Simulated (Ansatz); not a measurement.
cyclo-(H2SnNH)2 (Sn₂N₂H₆). Total charge 0; singlet. Geometry B3LYP-D4/def2-SVP.

```xyz
10

Sn    0.244    0.934   -1.209
H     0.858    2.543   -1.276
H    -0.131    0.355   -2.800
N     1.336   -0.327    0.010
Sn   -0.217   -0.871    1.260
H    -0.853   -2.472    1.068
H     0.074   -0.527    2.923
N    -1.192    0.647    0.251
H     2.076   -0.949   -0.306
H    -2.195    0.668    0.079
```

In the def2 sets Sn takes a core potential; there is no spin–orbit coupling. LC-ωPBE has ω = 0.4 bohr⁻¹.

Q: Estimate the orbital energies around the gap (eV) in Ansatz with LDA (SPW92)/def2-TZVP, PBE0-D4/def2-TZVPD, r2SCAN0-D4/def2-TZVP, CAM-B3LYP-D4/def2-TZVP, LC-ωPBE/def2-TZVP.

A: 
| orbital | LDA (SPW92)/def2-TZVP | PBE0-D4/def2-TZVPD | r2SCAN0-D4/def2-TZVP | CAM-B3LYP-D4/def2-TZVP | LC-ωPBE/def2-TZVP |
| --- | --- | --- | --- | --- | --- |
| HOMO−5 | -8.49 | -9.77 | -9.97 | -11.21 | -12.73 |
| HOMO−4 | -7.88 | -9.10 | -9.28 | -10.47 | -11.87 |
| HOMO−3 | -7.76 | -8.75 | -8.87 | -9.99 | -11.37 |
| HOMO−2 | -7.33 | -8.40 | -8.53 | -9.64 | -10.99 |
| HOMO−1 | -5.64 | -6.89 | -7.04 | -8.18 | -9.51 |
| HOMO | -5.30 | -6.57 | -6.70 | -7.89 | -9.29 |
| LUMO | -2.08 | -1.17 | -0.92 | -0.26 | 0.86 |
| LUMO+1 | -1.33 | -0.40 | -0.06 | 0.73 | 2.02 |
| LUMO+2 | -0.56 | 0.11 | 0.89 | 1.36 | 2.36 |
| LUMO+3 | -0.34 | 0.15 | 0.89 | 1.43 | 2.49 |
| LUMO+4 | -0.15 | 0.46 | 1.05 | 1.60 | 2.68 |
| LUMO+5 | 0.48 | 0.81 | 1.67 | 2.16 | 3.36 |
